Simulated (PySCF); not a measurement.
## Core-level binding energies of `C=N[SiH2][PH3+]`

Species: CH7NPSi (charge +1).
Bonds: C1–N2 (double), N2–Si3, Si3–P4. Hydrogens: H5, H6 on C1; H7, H8 on Si3; H9, H10, H11 on P4.

The calculation used delta-SCF UKS SCAN, pcX-2 on the ionised atom, pcseg-1 elsewhere, spin-free X2C in PySCF 2.14.0. Each binding energy is the total energy of the core-ionised species, with the hole localised on one atom, minus that of the ground state; both are solved self-consistently, so orbital relaxation is included.

What binding energy does each computed site have?

```json
{"atom(s)": "P4", "environment": "phosphorus bonded to Si and 3 H", "level": "P 1s", "binding energy (eV)": "2156.84", "2p1/2 (eV)": "–", "count": "1"}
{"atom(s)": "Si3", "environment": "SiH2 silicon", "level": "Si 1s", "binding energy (eV)": "1852.39", "2p1/2 (eV)": "–", "count": "1"}
{"atom(s)": "N2", "environment": "C=N nitrogen", "level": "N 1s", "binding energy (eV)": "409.12", "2p1/2 (eV)": "–", "count": "1"}
{"atom(s)": "C1", "environment": "C=N carbon", "level": "C 1s", "binding energy (eV)": "296.81", "2p1/2 (eV)": "–", "count": "1"}
{"atom(s)": "P4", "environment": "phosphorus bonded to Si and 3 H", "level": "P 2p3/2", "binding energy (eV)": "143.30", "2p1/2 (eV)": "144.19", "count": "1"}
{"atom(s)": "Si3", "environment": "SiH2 silicon", "level": "Si 2p3/2", "binding energy (eV)": "112.49", "2p1/2 (eV)": "113.12", "count": "1"}
```

Which photon wavelength matches the C 1s of C1 threshold?

λ = hc/E = 12398.42 eV Å / 296.81 eV = 41.772 Å.

Which effective nuclear charge Zeff reproduces each element's mean 1s value in the hydrogen-like formula E = 13.606 eV × Zeff²?

C (Z = 6): mean 296.8 eV, Zeff = 4.67, Z − Zeff = 1.33; N (Z = 7): mean 409.1 eV, Zeff = 5.48, Z − Zeff = 1.52; Si (Z = 14): mean 1852.4 eV, Zeff = 11.67, Z − Zeff = 2.33; P (Z = 15): mean 2156.8 eV, Zeff = 12.59, Z − Zeff = 2.41. Means run over the listed sites, weighted by atom count.

Spin contamination (⟨S²⟩ against 0.75 for a pure doublet) is marked for C 1s of C1 (0.91), which makes this value less certain. 2p3/2 and 2p1/2 are the ΔSCF energy of one spin-free 2p hole plus the eigenvalues of a spin–orbit and ligand-field matrix of the shell. 2p1/2 minus 2p3/2 (ligand field included): Si 0.63 eV, P 0.89 eV. The species carries charge +1, so core ionisation leaves charge +2. Geometry: PBE0-D3(BJ)/def2-SVP, one conformer, isolated ion.

The values belong to the conformer `[CH2:1]=[N:2][SiH2:3][PH3+:4]`: C1–N2–Si3–P4 179°.
